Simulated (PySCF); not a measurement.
Computed IR spectrum (relative IR intensity) of a molecule C₂H₆F₂OSi. The structure is a stationary point at PBE-D3(BJ)/def2-SVP. One conformer was computed; it need not be the lowest. These are PBE-D3(BJ)/def2-SVP in PySCF values and carry that method's errors. Frequencies are harmonic and unscaled.

Lines under 2 % of the strongest are left out, and lines within 2 cm⁻¹ are merged.

| ν (cm⁻¹) | relative intensity |
|---|---|
| 230 | 3.6 |
| 250 | 4.1 |
| 338 | 12 |
| 370 | 6.9 |
| 690 | 4.8 |
| 748 | 47 |
| 788 | 6.8 |
| 824 | 4.3 |
| 872 | 100 |
| 949 | 75 |
| 962 | 34 |
| 1148 | 30 |
| 1171 | 35 |
| 1183 | 6.4 |
| 1396 | 10 |
| 1403 | 3.8 |
| 1412 | 2.1 |
| 1442 | 2.5 |
| 2238 | 54 |
| 2866 | 21 |
| 2893 | 29 |
| 2905 | 22 |
| 2952 | 24 |
| 3068 | 8.7 |

### Question
Pick the molecule that these values belong to.
A) CO[Si@@H](F)CF
B) COC[SiH](F)F
C) O[SiH2]CC(F)F
D) C[Si](F)(F)CO

### Answer
B, COC[SiH](F)F
